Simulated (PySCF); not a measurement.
Working out the ionisation energy of Sn

Sn [Kr] 4d10 5s2 5p2 (3P) → Sn⁺ [Kr] 4d10 5s2 5p1 (2P). Computed with PySCF 2.14 in aug-cc-pVQZ-PP with one added diffuse shell each of s, p, d, f, g type with ECP28MDF (8s8p6d4f3g, 117 functions), with a scalar-relativistic core potential. Frozen: 4s2 4p6 4d10. Energies in hartree (1 hartree = 27.21139 eV):

| part | Sn (lower) | Sn⁺ (upper) |
| --- | --- | --- |
| UHF | -213.340627 | -213.088938 |
| MP2 opposite-spin | -0.038984 | -0.032343 |
| MP2 same-spin | -0.007984 | -0.002338 |

Q: What does Hartree-Fock give?

A: (-213.088938) − (-213.340627) = 0.251689 hartree = 6.849 eV.

Q: What do MP2 and SCS-MP2 (6/5 opposite-spin, 1/3 same-spin) give?

A: The opposite-spin parts differ by 0.181 eV and the same-spin parts by 0.154 eV. MP2: 6.849 + (0.181) + (0.154) = 7.184 eV. SCS-MP2: 6.849 + 1.2 × (0.181) + (0.154)/3 = 7.118 eV.

Measured between the centres of the two terms (NIST): 7.389 eV, so MP2 (valence) is off by -0.205 eV.

What remains against the reference includes basis incompleteness, the frozen core and correlation beyond second order.
